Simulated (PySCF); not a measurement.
NMR data sheet: hexamethylbenzene

```
Formula                               : C12H18
SMILES                                : Cc1c(C)c(C)c(C)c(C)c1C
Point group of the computed structure : C1
Degrees of unsaturation               : 4
Carbon signals                        : 2
Proton signals                        : 1
```

Mapped SMILES: `[CH3:1][c:2]1[c:3]([CH3:4])[c:5]([CH3:6])[c:7]([CH3:8])[c:9]([CH3:10])[c:11]1[CH3:12]` (H(Xn): hydrogen on atom n).

Calculated, not measured (PySCF): PBE0-D3(BJ)/def2-SVP structure, couplings computed with B3LYP/pcJ-1 (without the spin–dipole term), shielding tensors at B97-2/pcSseg-1 (GIAO). Equivalent nuclei averaged, single conformer, no solvent model, no relativistic terms.

Referencing at the same level of theory: ¹H (31.38 ppm) and ¹³C (183.69 ppm) vs TMS.

| carbon | δC, type | δH (multiplicity, J in Hz) | HMBC from (abs. J ≥ 3 Hz) | span of the C tensor (ppm) |
| --- | --- | --- | --- | --- |
| C1/C4/C6/C8/C10/C12 | 18.9, CH3 | 2.20 (s) | – | 15 |
| C2/C3/C5/C7/C9/C11 | 133.7, C | – | H(C1)/H(C4)/H(C6)/H(C8)/H(C10)/H(C12) | 206 |

Selected couplings (Hz, signed; the shortest-range and largest first, 30 at most; isotopes ¹³C, ¹H): ¹J(C1,H(C1)) 132.1.

1. Carbon types of the structure: 6 × C, 6 × CH3, which accounts for all hydrogens.
2. δC 133.7: substituted aromatic carbon.
3. δC 18.9: methyl carbon on an aromatic ring; a saturated carbon with 1 carbon neighbour and no heteroatom attached.
4. δH 2.20: hydrogen on a methyl carbon on an aromatic ring; benzylic-type position, deshielded by the ring.

Shifts are as computed. Against solution values, carbons near 30 ppm lie about +1 ppm off and those near 130 ppm about +2 ppm (rms about the fit 1.9 ppm; single classes can miss by 10 ppm). Of 1328 compounds with measured shifts, 309 miss one by over three times the rms of a fit or turn the order of signals round; such compounds aren't used in these exercises. Signals without a measured value on file couldn't be tested in this way.
